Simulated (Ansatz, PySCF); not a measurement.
This triplet is an excited state, 1.81 eV above the relaxed singlet at the level composite: frozen-core CCSD(T) with HF/cc-pVQZ and the correlation energy extrapolated as X^-3 from cc-pVTZ and cc-pVQZ, plus CCSDT(Q) minus CCSD(T) in cc-pVDZ // PBE0-D3(BJ)/def2-TZVP (Ansatz, a first-principles code).

```xyz
5

N     -0.6336     0.0337    -0.0622
Si     0.9503    -0.1780     0.5700
H     -1.2218    -0.7563    -0.2761
H     -1.1783     0.8537     0.1541
H      2.0834     0.0469    -0.3859
```

Charge 0, multiplicity 3.

Give the Mulliken and meta-Löwdin atomic charges from PBE0-D3(BJ)/def2-TZVP in PySCF.


```csv
atom,Mulliken (e),meta-Löwdin (e)
N1,-0.57,-0.67
Si2,0.04,0.23
H3,0.25,0.25
H4,0.25,0.25
H5,0.02,-0.06
```
